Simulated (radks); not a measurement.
Results of a calculation; reference values are marked as such.
Question: The mean radii <r> (bohr) of the occupied orbitals of an atom or ion are listed with their occupations. Code: a radial shooting solver on a logarithmic mesh with Libxc functionals. Model: Dirac Kohn-Sham, BLYP, spin-unpolarised, spherical densities, finite nucleus; Fermi nuclear charge, rms radius of each element as measured or else 0.836 A^(1/3) + 0.57 fm.

orbital  occ.      <r>
1s1/2       2  0.01774
2s1/2       2  0.07426
2p1/2       2  0.06130
2p3/2       4  0.06949
3s1/2       2   0.1934
3p1/2       2   0.1835
3p3/2       4   0.1986
3d3/2       4   0.1734
3d5/2       6   0.1781
4s1/2       2   0.4318
4p1/2       2   0.4357
4p3/2       4   0.4693
4d3/2       4   0.4825
4d5/2       6   0.4938
5s1/2       2    1.004
5p1/2       2    1.093
4f5/2       6   0.5519
4f7/2       8   0.5601
5p3/2       4    1.189
5d3/2       2    1.590
5d5/2       3    1.636

Name the element and its charge. Open shells, if any, are shared by 2j + 1.

Answer: Z = 76, osmium, charge +3: Os3+ in [Xe] 4f14 5d5. The 1s radius gives Z: for a bare nucleus <r> = (2 gamma + 1)/(2Z) with gamma = sqrt(1 - (Z/c)^2), 0.01753 bohr for Z = 76, and screening makes it slightly larger (0.01774 here). The occupations add up to 73, and the charge is Z minus that.
